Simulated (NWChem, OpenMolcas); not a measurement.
InHCl2O (SMILES [OH][In]([Cl])[Cl]): the vertical energy of the triplet above the singlet, rung by rung

InHCl2O: 5 atoms, total charge 0, spin state singlet. As SMILES, `[OH][In]([Cl])[Cl]`. Geometry: relaxed at PBE0-D4/def2-TZVP.

Quantity: the vertical energy of the triplet above the singlet, in eV. The values are calculated.

| level | kind | program | value (eV) | less CCSD(T)/def2-SVP |
| --- | --- | --- | --- | --- |
| HF/def2-SVP (core potential) | Hartree–Fock | OpenMolcas | 4.54 | -0.91 |
| SVWN5/def2-SVP (core potential) | LDA | OpenMolcas | 4.28 | -1.17 |
| PBE/def2-SVP (core potential) | GGA | OpenMolcas | 4.22 | -1.23 |
| r2SCAN/def2-SVP (core potential) | meta-GGA | OpenMolcas | 4.49 | -0.96 |
| BHLYP/def2-SVP (core potential) | global hybrid | OpenMolcas | 4.94 | -0.51 |
| M06-2X/def2-SVP (core potential) | hybrid meta-GGA | OpenMolcas | 5.36 | -0.09 |
| MP2/def2-SVP (core potential) | perturbation theory | NWChem | 6.10 | +0.65 |
| CCSD(T)/def2-SVP (core potential), open shells restricted | coupled cluster or CI | OpenMolcas | 5.45 | 0.00 |

CCSD(T)/def2-SVP (core potential), open shells restricted is the highest level here, not the true value. Spin-orbit coupling, which can split open shells on such heavy atoms by tenths of an eV, is left out. The values span 4.22 to 6.10 eV. In the correlated wave-function rows the outer d shell of In is correlated, in sets not made for it. The upper state's dipole differs much between rows, so they may not all be the same state.
